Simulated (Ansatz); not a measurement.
One change: `CC(N)N[SiH3]` becomes `NC([SiH3])N[SiH3]`.

Ansatz, PBE0-D4/def2-TZVP geometries, multiplicity 1. Each molecule was computed in one conformer, which needn't be the lowest.

```json
{"property": "HOMO energy (B3LYP/def2-TZVPP) / eV", "`CC(N)N[SiH3]`": "-6.47"}
{"property": "HOMO–LUMO gap (PBE0/def2-TZVPP) / eV", "`CC(N)N[SiH3]`": "7.15"}
{"property": "HOMO energy (PBE/def2-TZVPP) / eV", "`CC(N)N[SiH3]`": "-5.30"}
{"property": "HOMO–LUMO gap (ωB97M-V/def2-TZVPP) / eV", "`CC(N)N[SiH3]`": "11.03"}
{"property": "LUMO energy (PBE/def2-TZVPP) / eV", "`CC(N)N[SiH3]`": "-0.37"}
{"property": "LUMO energy (B3LYP/def2-TZVPP) / eV", "`CC(N)N[SiH3]`": "0.20"}
```

(1) Give the same properties after the change, and the shifts. (Estimate.)

Answers

(1) Ansatz gave: 
```csv
property,`NC([SiH3])N[SiH3]`,shift
HOMO energy (B3LYP/def2-TZVPP) / eV,-6.37,0.10
HOMO–LUMO gap (PBE0/def2-TZVPP) / eV,6.71,-0.44
HOMO energy (PBE/def2-TZVPP) / eV,-5.29,0.01
HOMO–LUMO gap (ωB97M-V/def2-TZVPP) / eV,10.60,-0.43
LUMO energy (PBE/def2-TZVPP) / eV,-0.70,-0.33
LUMO energy (B3LYP/def2-TZVPP) / eV,-0.07,-0.27
```

With PBE0 the HOMO rises by 0.13 eV and the LUMO falls by 0.32 eV, so the gap narrows by about 0.45 eV. PBE moves the HOMO by 0.01 eV and ωB97M-V by 0.20 eV.

B3LYP here is the variant with VWN-RPA as its local correlation; programs differ in this.
